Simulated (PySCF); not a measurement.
## Diatomics of B with the chalcogens

r²SCAN with double-zeta basis sets in PySCF, for the lowest determinant that a PBE0 search found; no spin–orbit coupling. De refers to high-spin ground-configuration atoms. A positive dipole means M(−)B(+).

```
 M                       basis  state (unpaired electrons)  Re (Å)  ωe (cm⁻¹)  De (eV)  μ (D)
 O                     cc-pVDZ               doublet (σ ↑)   1.212       1882     8.57   2.08
 S                    def2-SVP               doublet (σ ↑)   1.619       1210     6.31   0.88
Se               jorge-DZP-DKH               doublet (σ ↑)   1.735        998     5.39   0.50
Te  aug-cc-pVDZ/aug-cc-pVDZ-PP               doublet (σ ↑)   1.964        823     4.17  -0.10
```

(1) By what factor does the well depth vary along the series?

The rows differ in basis set, which adds steps of its own.

Relativity is treated differently too: O no relativity; S no relativity; Se spin-free X2C; Te scalar-relativistic core potentials.

Down a group bonds as a rule get longer and wavenumbers fall, partly through the reduced mass; this series shows no clear exception.

Spin–orbit coupling is left out, which matters for elements this heavy, above all for dissociation energies. States were picked by a PBE0 search and need not be the measured ground states.

Answers

(1) At r²SCAN it runs from 4.17 eV (BTe) to 8.57 eV (BO), a factor of 2.06.
